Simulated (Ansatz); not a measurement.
`Cl[SiH2]I` + H–F → `F[SiH2]I` + HCl at 400 K and 1 bar (ligand exchange at the Si–Cl bond).

Computed with Ansatz on PBE0-D4/def2-TZVP structures; ΔE is electronic, products minus reactants. CCSD(T)/CBS is the MP2 limit (def2-TZVPP, def2-QZVPP) plus CCSD(T) − MP2 in def2-TZVPP, frozen cores. This one scheme is used for every species. def2 core potentials past Kr. For I outer-core shells are correlated without core-valence functions, which leaves a few kJ/mol of doubt a bond.

```json
{"species": "`Cl[SiH2]I`", "CCSD(T)/CBS energy (Eh)": "-1047.58245", "H − E (kJ/mol)": "72.7", "S (J/(mol·K))": "333.6"}
{"species": "H–F", "CCSD(T)/CBS energy (Eh)": "-100.39570", "H − E (kJ/mol)": "36.5", "S (J/(mol·K))": "182.2"}
{"species": "`F[SiH2]I`", "CCSD(T)/CBS energy (Eh)": "-687.61044", "H − E (kJ/mol)": "74.8", "S (J/(mol·K))": "320.4"}
{"species": "HCl", "CCSD(T)/CBS energy (Eh)": "-460.38127", "H − E (kJ/mol)": "29.6", "S (J/(mol·K))": "195.4"}
```

H − E and S are ideal-gas, rigid-rotor, harmonic terms from PBE0-D4/def2-TZVP. 1 Eh = 2625.50 kJ/mol, R = 8.31446 J/(mol·K).

Q: By hand: ΔE, ΔH, ΔS and ΔG.

A: ΔE = (-687.61044) + (-460.38127) − (-1047.58245) − (-100.39570) = -0.01356 Eh = -35.6 kJ/mol. Δ(H − E) = 74.8 + 29.6 − 72.7 − 36.5 = -4.8, so ΔH = -40.4 kJ/mol. ΔS = 320.4 + 195.4 − 333.6 − 182.2 = 0.0 J/(mol·K). ΔG = -40.4 − 400 × (0.0)/1000 = -40.4 kJ/mol.

Q: By hand: the equilibrium constant, and the temperature at which ΔG would vanish if ΔH and ΔS stayed fixed.

A: log₁₀ K = −ΔG/(RT ln 10) = 5.3. With ΔH or ΔS at zero there is no such temperature.

The number of gas molecules stays the same, so ΔS is small and ΔH decides. A doubt of 5 kJ/mol in ΔE shifts log₁₀ K by 0.7 here. These are equilibria of isolated gas molecules and say nothing of rates. Largest T1 diagnostic: 0.009 (customary marks: 0.02 for closed shells, 0.045 for open ones).

ΔS is within the doubt of such terms, so its sign, and with it that verdict, could turn.
